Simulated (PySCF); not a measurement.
Record of a relaxation.

Compound: CH6SeSi.
Bonds: C1–Si2, Si2–Se3. Hydrogens: H4, H5, H6 on C1; H7, H8 on Si2; H9 on Se3.

Computed by this run: PySCF 2.14.0, PBE0-D3(BJ)/def2-SVP geometry optimisation, gas phase; density fitting, grid level 1; the optimiser is geomeTRIC in internal coordinates, started from a GFN2-xTB structure with every atom displaced at random (about 0.01 Å). The frame can shift and turn from step to step; on so coarse a grid that alone can change the energy by a few meV, and forces under 0.02 eV/Å are noise.

Step 0: E = -74339.3624 eV, largest atomic force 1.460 eV/Å
```
atom  x, y, z in Å  |  force x, y, z in eV/Å
C1     -0.945    0.631   -0.317   -0.437   0.574  -0.318
Si2     0.078   -0.841    0.194    0.664   0.982  -0.204
Se3     2.062   -0.117    1.070   -0.090  -0.657   1.301
H4     -0.422    1.263   -1.069   -0.106  -0.372   0.221
H5     -1.913    0.326   -0.756    0.116  -0.039  -0.035
H6     -1.187    1.300    0.528    0.153  -0.207   0.043
H7     -0.497   -1.591    1.297   -0.365  -0.473   0.484
H8      0.417   -1.683   -0.955   -0.139  -0.437  -0.447
H9      2.464    0.694   -0.026    0.204   0.629  -1.045
```

Step 1: E = -74339.4433 eV, largest atomic force 0.686 eV/Å
```
atom  x, y, z in Å  |  force x, y, z in eV/Å
C1     -1.047    0.555   -0.290    0.200   0.182   0.042
Si2     0.235   -0.742    0.146   -0.357  -0.229   0.090
Se3     2.135    0.047    1.144    0.111   0.403  -0.544
H4     -0.654    1.312   -0.986    0.023   0.007  -0.022
H5     -1.916    0.080   -0.763   -0.076  -0.113  -0.050
H6     -1.387    1.070    0.618   -0.011   0.054   0.056
H7     -0.343   -1.635    1.200    0.091  -0.025  -0.019
H8      0.526   -1.575   -1.061    0.134   0.034  -0.008
H9      2.512    0.880   -0.045   -0.115  -0.312   0.455
```

Step 2: E = -74339.4645 eV, largest atomic force 0.160 eV/Å
```
atom  x, y, z in Å  |  force x, y, z in eV/Å
C1     -1.043    0.559   -0.286    0.017   0.030   0.015
Si2     0.220   -0.757    0.151   -0.119  -0.099   0.036
Se3     2.113    0.075    1.122    0.029   0.073  -0.001
H4     -0.637    1.308   -0.983    0.021  -0.035  -0.002
H5     -1.916    0.085   -0.762   -0.012   0.009   0.002
H6     -1.380    1.082    0.621    0.011  -0.004  -0.011
H7     -0.324   -1.662    1.209    0.022  -0.003  -0.025
H8      0.551   -1.579   -1.054    0.030   0.035  -0.006
H9      2.476    0.883   -0.054    0.003  -0.005  -0.008
```

Step 3: E = -74339.4672 eV, largest atomic force 0.067 eV/Å
```
atom  x, y, z in Å  |  force x, y, z in eV/Å
C1     -1.042    0.553   -0.283   -0.036  -0.025   0.006
Si2     0.214   -0.766    0.157    0.003  -0.023   0.008
Se3     2.102    0.103    1.116   -0.004   0.002   0.066
H4     -0.623    1.293   -0.981    0.017  -0.018  -0.007
H5     -1.919    0.087   -0.762   -0.003   0.025   0.009
H6     -1.375    1.083    0.622    0.009   0.003  -0.009
H7     -0.315   -1.680    1.214    0.003  -0.004  -0.008
H8      0.565   -1.576   -1.049    0.006   0.016  -0.006
H9      2.454    0.896   -0.070    0.005   0.024  -0.059
```

Step 4: E = -74339.4682 eV, largest atomic force 0.056 eV/Å
```
atom  x, y, z in Å  |  force x, y, z in eV/Å
C1     -1.044    0.543   -0.281   -0.039  -0.039  -0.002
Si2     0.214   -0.773    0.164    0.051   0.024  -0.004
Se3     2.089    0.136    1.116   -0.015  -0.012   0.038
H4     -0.612    1.274   -0.981    0.003  -0.001  -0.008
H5     -1.925    0.086   -0.760    0.001   0.013   0.007
H6     -1.372    1.081    0.621    0.008   0.008  -0.004
H7     -0.302   -1.695    1.218   -0.008  -0.006   0.002
H8      0.583   -1.571   -1.045   -0.003   0.002  -0.001
H9      2.429    0.910   -0.087    0.002   0.011  -0.028
```

Step 5: E = -74339.4684 eV, largest atomic force 0.040 eV/Å
```
atom  x, y, z in Å  |  force x, y, z in eV/Å
C1     -1.047    0.536   -0.282   -0.015  -0.021  -0.004
Si2     0.218   -0.772    0.166    0.031   0.025  -0.001
Se3     2.082    0.156    1.121   -0.014  -0.007   0.008
H4     -0.614    1.263   -0.986   -0.006   0.002  -0.006
H5     -1.930    0.079   -0.758    0.000  -0.002   0.005
H6     -1.372    1.079    0.618    0.006   0.007  -0.001
H7     -0.293   -1.700    1.219   -0.005  -0.004   0.001
H8      0.596   -1.566   -1.042    0.001  -0.001   0.001
H9      2.420    0.918   -0.092    0.002   0.002  -0.003
```

Step 6: E = -74339.4686 eV, largest atomic force 0.021 eV/Å
```
atom  x, y, z in Å  |  force x, y, z in eV/Å
C1     -1.054    0.524   -0.285    0.018   0.009  -0.005
Si2     0.226   -0.769    0.169   -0.007   0.011   0.003
Se3     2.074    0.183    1.130   -0.006   0.001  -0.020
H4     -0.627    1.247   -0.997   -0.013   0.000  -0.005
H5     -1.937    0.061   -0.754   -0.002  -0.018   0.004
H6     -1.376    1.075    0.611    0.000   0.002   0.001
H7     -0.280   -1.701    1.220    0.001  -0.001  -0.001
H8      0.617   -1.559   -1.038    0.008  -0.001   0.002
H9      2.417    0.930   -0.092    0.001  -0.004   0.021
```

Q: Summarise the path.

A: The energy falls by 0.1063 eV from step 0 to step 6; nine tenths of that is first reached at step 2. It falls at every step. The largest force goes from 1.460 to 0.021 eV/Å. Among the bonds Se3–H9 changes most, from 1.421 to 1.473 Å; the atoms move by 0.068 Å rms after alignment.

The cost below is that of the whole optimisation. The run took 17 s of wall time on one thread of an Arm Neoverse V2, no GPU (shared host), and the process peaked at 0.39 GiB of memory.
